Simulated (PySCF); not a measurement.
## Dipole response of F⁻ (fluorine, charge -1)

[Ne], closed-shell 1S. All numbers are calculated (PySCF 2.14, no relativity, point nucleus, in aug-cc-pVDZ). Coupled (time-dependent) response in atomic units; α is the mean over directions. A double-zeta set is small for polarisabilities.

| method | mean α (bohr³) | C₆ (like pair) | S(−4) |
| --- | --- | --- | --- |
| UHF | 5.618 | 18.15 | 20.77 |
| PBE0 | 6.717 | 21.87 | 34.64 |

S(−4) is the Cauchy moment in α(ω) = α(0) + S(−4) ω² + …

α(iu) at PBE0:

```csv
u (hartree),α(iu) (bohr³)
0,6.717
0.0500,6.632
0.100,6.396
0.200,5.664
0.300,4.888
0.500,3.728
0.750,2.873
1.00,2.323
1.50,1.601
2.00,1.145
3.00,0.6433
5.00,0.2734
```

A single London oscillator, α(iu) = α/(1 + u²/ω²), gives C₆ = (3/4) ω α². Matching the computed C₆ needs ω = 4 × 21.87 / (3 × 6.717²) = 0.646 hartree.

For an ion, C₆ is the dispersion term alone; charge-induced terms of lower order in 1/R come first.
